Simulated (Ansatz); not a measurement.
Isolated molecules relaxed with PBE0-D4/def2-TZVP in Ansatz; ΔE leaves out vibrations. CCSD(T)/CBS is the MP2 limit (def2-TZVPP, def2-QZVPP) plus CCSD(T) − MP2 in def2-TZVPP, frozen cores. This one scheme is used for every species. DFT in def2-TZVPP. B3LYP here is the variant with VWN-RPA as its local correlation; programs differ in this. For Ge outer-core shells are correlated without core-valence functions, which leaves a few kJ/mol of doubt a bond. Scalar relativity is left out up to krypton. Each species was taken in one conformer, which may not be the lowest.

Reaction (ligand exchange at a Ge–O bond): `[NH2][GeH2][O][SiH](N)F` + HCl → `[NH2][GeH2][Cl]` + `N[SiH](O)F`

```tsv
level	ΔE (kJ/mol)
B3LYP-D4	-27.4
MP2/def2-TZVPP	-24.3
CCSD/def2-TZVPP	-22.7
SCS-MP2/def2-QZVPP	-25.6
```

Question: What does CCSD(T)/CBS give? (An estimate is asked.)

Answer: Ansatz gave: -25.8 kJ/mol. The listed levels differ from it by -1.6, 1.5, 3.1, 0.2 kJ/mol.

Largest T1 diagnostic among the species: 0.012.

The D4 term adds +10.0 kJ/mol with B3LYP and +6.1 kJ/mol with PBE0; it sums over pairs of atoms, weighted by their polarisabilities, and B3LYP, whose exchange is more repulsive, gets the larger term. In def2-TZVPP, CCSD(T) changes the Hartree–Fock value by +13.3 kJ/mol (the triples alone add +1.5 kJ/mol) and MP2 by +10.2 kJ/mol.
